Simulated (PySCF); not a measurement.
PySCF input:

```python
from pyscf import gto, scf, dft

mol = gto.M(
    atom='''
    B    -0.00000000   -0.00000000   -0.61304571
    N     0.00000000    0.00000000    0.69245456
    H    -0.00000000   -0.00000000   -1.78195339
    ''',
    basis='def2-tzvpd',
    charge=0,
    spin=1,
    symmetry='C2v',
    verbose=4,
)

mf = dft.UKS(mol, xc='bp86').density_fit(auxbasis='def2-universal-jkfit')
mf.grids.level = 3
mf.conv_tol = 1e-9
mf.max_cycle = 100
mf.max_memory = 1500
mf.kernel()
if not mf.converged:
    mf = mf.newton()
    mf.kernel(mf.make_rdm1())
mf.analyze()
```

### Question
Predict the final energy.

### Answer
-80.11390 Eh (BP86/def2-TZVPD).

It need not be the lowest isomer of its formula.
